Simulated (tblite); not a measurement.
Species: C₈H₁₀BP.
Atom-mapped SMILES: `[BH3-:1][P@@H+:2]1[CH:3]=[CH:4][c:5]2[cH:6][cH:7][cH:8][cH:9][c:10]21` (hydrogens: H11, H12, H13 on B1; H14 on P2; H15 on C3; H16 on C4; H17 on C6; H18 on C7; H19 on C8; H20 on C9)
Bond orders are those of one Lewis drawing.

Computed with GFN2-xTB (tblite), gas phase: L-BFGS steps from a force-field or distance-geometry start until the largest atomic force falls under 0.01 eV/Å.

Step 3: E = -706.1638 eV
```
atom  x, y, z in Å  |  force x, y, z in eV/Å
B1     -2.5736    0.8014    1.1815    0.057   0.089   0.295
P2     -1.6938    0.1728   -0.3755    0.304   0.035  -0.161
C3     -1.5082   -1.6134   -0.4975   -0.097  -0.024  -0.081
C4     -0.2285   -1.9998   -0.3568    0.051   0.111  -0.096
C5      0.7308   -0.9082   -0.2808   -0.228   0.042  -0.128
C6      2.1129   -0.9790   -0.1697   -0.157   0.157  -0.029
C7      2.8492    0.1951   -0.1081   -0.188  -0.142  -0.002
C8      2.2257    1.4335   -0.1355   -0.123  -0.056  -0.026
C9      0.8477    1.5259   -0.2427   -0.070  -0.369  -0.141
C10     0.1126    0.3575   -0.3506   -0.265   0.060  -0.026
H11    -2.0036    0.2583    2.0749    0.069  -0.061   0.035
H12    -2.4219    1.9749    1.1836    0.032   0.198  -0.049
H13    -3.6937    0.4660    1.0738   -0.376  -0.105  -0.051
H14    -2.1399    0.6475   -1.6439    0.354  -0.359   0.363
H15    -2.3500   -2.2883   -0.5103    0.015   0.038  -0.095
H16     0.0720   -3.0398   -0.3259    0.075   0.164   0.063
H17     2.5944   -1.9398   -0.1451    0.137  -0.127   0.055
H18     3.9186    0.1366   -0.0304    0.215   0.024   0.018
H19     2.8039    2.3365   -0.0811    0.195   0.135   0.045
H20     0.3404    2.4733   -0.2630   -0.002   0.189   0.010
```

Step 4: E = -706.1849 eV
```
atom  x, y, z in Å  |  force x, y, z in eV/Å
B1     -2.5807    0.8072    1.1958    0.071   0.011   0.091
P2     -1.6921    0.1733   -0.3668    0.200  -0.004  -0.190
C3     -1.5084   -1.6136   -0.5075   -0.275   0.028   0.028
C4     -0.2314   -1.9954   -0.3572    0.213  -0.071  -0.116
C5      0.7280   -0.9059   -0.2848   -0.140   0.001  -0.100
C6      2.1112   -0.9768   -0.1689   -0.205  -0.056  -0.059
C7      2.8461    0.1936   -0.1075    0.013  -0.068   0.003
C8      2.2249    1.4318   -0.1357   -0.087   0.020  -0.035
C9      0.8484    1.5218   -0.2452   -0.140  -0.096  -0.142
C10     0.1107    0.3579   -0.3582   -0.240   0.040   0.057
H11    -1.9984    0.2543    2.0744    0.021  -0.023   0.081
H12    -2.4190    1.9809    1.1796   -0.004   0.141   0.002
H13    -3.7015    0.4621    1.0695   -0.248  -0.044   0.007
H14    -2.1282    0.6360   -1.6368    0.294  -0.291   0.304
H15    -2.3526   -2.2891   -0.5122    0.073   0.078  -0.111
H16     0.0756   -3.0352   -0.3235    0.045   0.197   0.050
H17     2.5964   -1.9392   -0.1440    0.071  -0.050   0.057
H18     3.9181    0.1377   -0.0307    0.140   0.010   0.021
H19     2.8057    2.3348   -0.0804    0.153   0.097   0.046
H20     0.3422    2.4745   -0.2628    0.046   0.078   0.007
```

Step 5: E = -706.2028 eV
```
atom  x, y, z in Å  |  force x, y, z in eV/Å
B1     -2.5873    0.8133    1.2115    0.025  -0.059  -0.141
P2     -1.6875    0.1733   -0.3608   -0.042  -0.075  -0.018
C3     -1.5124   -1.6129   -0.5169   -0.059   0.021   0.141
C4     -0.2317   -1.9920   -0.3601   -0.011  -0.050  -0.149
C5      0.7229   -0.9036   -0.2908   -0.020  -0.052  -0.056
C6      2.1053   -0.9778   -0.1694   -0.033  -0.011  -0.066
C7      2.8450    0.1918   -0.1068   -0.024  -0.074  -0.014
C8      2.2230    1.4307   -0.1365   -0.030   0.049  -0.047
C9      0.8459    1.5192   -0.2506   -0.075   0.011  -0.104
C10     0.1040    0.3580   -0.3650   -0.015   0.123   0.108
H11    -1.9927    0.2498    2.0757   -0.041   0.031   0.104
H12    -2.4162    1.9898    1.1757   -0.045   0.024   0.055
H13    -3.7134    0.4576    1.0653   -0.019   0.046   0.073
H14    -2.1102    0.6184   -1.6239    0.179  -0.160   0.094
H15    -2.3543   -2.2887   -0.5166    0.040   0.057  -0.118
H16     0.0804   -3.0267   -0.3200    0.052   0.087   0.029
H17     2.5990   -1.9384   -0.1418   -0.017  -0.005   0.051
H18     3.9193    0.1390   -0.0307    0.058  -0.013   0.028
H19     2.8100    2.3343   -0.0788    0.048  -0.001   0.036
H20     0.3456    2.4758   -0.2625    0.030   0.052  -0.005
```

Task: Estimate the geometry and energy of step 6. (The exact step hangs on the optimiser's Hessian estimate; all steps are aligned on step 5, rigid shifts and turns removed.)

Result: E = -706.2073 eV, largest force 0.170 eV/Å
```
atom  x, y, z in Å  |  force x, y, z in eV/Å
B1     -2.5877    0.8134    1.2123    0.002  -0.051  -0.137
P2     -1.6867    0.1720   -0.3606   -0.083  -0.063   0.106
C3     -1.5133   -1.6124   -0.5160   -0.049   0.011   0.116
C4     -0.2326   -1.9917   -0.3635    0.009  -0.021  -0.114
C5      0.7209   -0.9037   -0.2931    0.004   0.003  -0.043
C6      2.1033   -0.9782   -0.1707   -0.008  -0.048  -0.059
C7      2.8442    0.1900   -0.1069    0.005   0.046  -0.015
C8      2.2221    1.4314   -0.1375   -0.002  -0.030  -0.050
C9      0.8439    1.5184   -0.2537    0.030   0.131  -0.059
C10     0.1019    0.3597   -0.3642    0.014  -0.008   0.079
H11    -1.9924    0.2495    2.0778   -0.060   0.048   0.077
H12    -2.4165    1.9921    1.1760   -0.050  -0.025   0.054
H13    -3.7165    0.4575    1.0658    0.038   0.061   0.079
H14    -2.1033    0.6119   -1.6193    0.128  -0.111  -0.019
H15    -2.3540   -2.2877   -0.5197    0.006   0.034  -0.108
H16     0.0823   -3.0236   -0.3188    0.053   0.030   0.014
H17     2.5995   -1.9386   -0.1404   -0.046   0.016   0.041
H18     3.9210    0.1391   -0.0302   -0.025  -0.021   0.026
H19     2.8120    2.3344   -0.0778    0.009  -0.033   0.027
H20     0.3467    2.4774   -0.2625    0.023   0.033  -0.013
```

The energy changes by -0.0046 eV. The first-order estimate −F·Δx gives -0.0063 eV and the mean of the old and new forces, exact on a quadratic surface, -0.0046 eV. The step makes an angle of 39° with the force vector and moves no atom by more than 0.011 Å.

What follows is the cost of the whole relaxation. Time: 0.44 s. Hardware: an Arm Neoverse V2 with one thread, no GPU, shared host with 96 logical CPUs at a one-minute load of 9.8.
